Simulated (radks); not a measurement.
The mean radii <r> (bohr) of the occupied orbitals of an atom or ion are listed with their occupations. Method: Dirac Kohn-Sham, BLYP, spin-unpolarised, spherical densities, point nucleus; computed with a radial shooting solver on a logarithmic mesh with Libxc functionals.

| orbital | occ. | <r> |
|---|---|---|
| 1s1/2 | 2 | 0.04408 |
| 2s1/2 | 2 | 0.1957 |
| 2p1/2 | 2 | 0.1685 |
| 2p3/2 | 4 | 0.1723 |
| 3s1/2 | 2 | 0.5741 |
| 3p1/2 | 2 | 0.5825 |
| 3p3/2 | 4 | 0.5931 |
| 3d3/2 | 4 | 0.6278 |
| 3d5/2 | 6 | 0.6322 |
| 4s1/2 | 2 | 1.743 |
| 4p1/2 | 2 | 2.103 |
| 4p3/2 | 1 | 2.142 |

Name the element and its charge. Open shells, if any, fill j = l - 1/2 first.

Answer. Z = 34, selenium, charge +1: Se+ in [Ar] 3d10 4s2 4p3. The 1s radius gives Z: for a bare nucleus <r> = (2 gamma + 1)/(2Z) with gamma = sqrt(1 - (Z/c)^2), 0.0432 bohr for Z = 34, and screening makes it slightly larger (0.04408 here). The occupations add up to 33, and the charge is Z minus that.
